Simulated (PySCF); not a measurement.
Vertical excitations of a molecule C3H6ClFSi from PySCF 2.14.0 with TDA-PBE/def2-SVPD, as energy in eV (oscillator strength): 5.86 (0.000), 6.01 (0.000), 6.04 (0.232), 6.12 (0.001), 6.46 (0.002), 6.46 (0.043), 6.51 (0.001), 7.19 (0.005), 7.28 (0.011), 7.30 (0.004). Lowest triplet (TDA): 3.97 eV. Coordinates come from a B3LYP-D3(BJ)/def2-SVP optimisation. Other conformers were not sampled.

Identify the compound among the candidates.
A. F[C@H]1C[Si@@H](Cl)C1
B. C/C(Cl)=C/[SiH2]F
C. F/C=C\C[SiH2]Cl
D. C=CC[Si@@H](F)Cl

B, C/C(Cl)=C/[SiH2]F
